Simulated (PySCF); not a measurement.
**Correlation energy of Cd⁺ (cadmium, charge +1)**

Starting occupation: [Kr] 4d9 5s1 6s1, 4d3/2 with m_j = -3/2, -1/2, +1/2, +3/2, 4d5/2 with m_j = -3/2, -1/2, +1/2, +3/2, +5/2, 5s1/2 with m_j = +1/2, 6s1/2 with m_j = +1/2. Computed with PySCF 2.14 in x2c-TZVPall-2c with one added diffuse shell each of s, p, d type (9s10p8d1f, 86 functions), with X2C-1e with screened-nucleus spin-orbit coupling, Gaussian nucleus. Frozen: [Ar] 3d10; 19 electrons correlated; the 6 highest virtual spinors left out.

MP2 pair energies summed by pair of shells (mhartree):

| pair | energy | share (%) |
| --- | --- | --- |
| 4d-4d | -218.59 | 45.7 |
| 4d-4p | -128.18 | 26.8 |
| 4p-4p | -41.13 | 8.6 |
| 4d-5s | -29.60 | 6.2 |
| 4d-4s | -23.99 | 5.0 |
| 4p-4s | -17.79 | 3.7 |
| 4p-5s | -6.60 | 1.4 |
| 4d-6s | -4.39 | 0.9 |
| 4s-4s | -3.18 | 0.7 |
| 5s-6s | -3.16 | 0.7 |
| 4p-6s | -0.92 | 0.2 |
| 4s-5s | -0.51 | 0.1 |
| 4s-6s | -0.07 | 0.0 |

Total MP2 correlation energy: -478.12 mhartree.

The GHF reference relaxed away from the jj start to a determinant that is no pure jj level (⟨S²⟩ = 3.77, ⟨J²⟩ = 15.76); the energies belong to that determinant.

This basis was not built for core-valence correlation, so the inner-shell part is incomplete.
